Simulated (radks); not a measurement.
Results of a calculation; reference values are marked as such.
Mean orbital radii <r> (bohr) of neutral tantalum, [Xe] 4f14 5d3 6s2, at several levels of relativity; Dirac values are averaged over j with weights 2j + 1. Spin-unpolarised spherical Kohn-Sham, PBE, point nucleus unless stated (finite: rms radius 5.3507 fm), a radial shooting solver on a logarithmic mesh with Libxc functionals. A level marked "c x" has the speed of light scaled by that factor and shares open shells by 2j + 1; other Dirac levels either fill j = l - 1/2 first or share by 2j + 1.

| shell | non-rel. | scalar-rel., finite nucleus | Dirac, 2j+1 shares | Dirac, c x 0.85 | change of magnitude, last against first (%) |
|---|---|---|---|---|---|
| 2p | 0.07423 | 0.07057 | 0.07010 | 0.06840 | -7.85 |
| 3s | 0.2232 | 0.2048 | 0.2043 | 0.1962 | -12.07 |
| 3p | 0.2132 | 0.2049 | 0.2040 | 0.2002 | -6.09 |
| 3d | 0.1871 | 0.1856 | 0.1856 | 0.1852 | -1.06 |
| 4s | 0.4988 | 0.4588 | 0.4586 | 0.4417 | -11.44 |
| 4p | 0.5066 | 0.4877 | 0.4865 | 0.4784 | -5.57 |
| 4d | 0.5254 | 0.5231 | 0.5234 | 0.5229 | -0.48 |
| 5s | 1.204 | 1.100 | 1.101 | 1.057 | -12.25 |
| 5p | 1.342 | 1.294 | 1.292 | 1.272 | -5.22 |
| 4f | 0.6178 | 0.6394 | 0.6402 | 0.6508 | +5.33 |
| 5d | 2.134 | 2.257 | 2.262 | 2.324 | +8.87 |
| 6s | 3.638 | 3.300 | 3.301 | 3.151 | -13.38 |
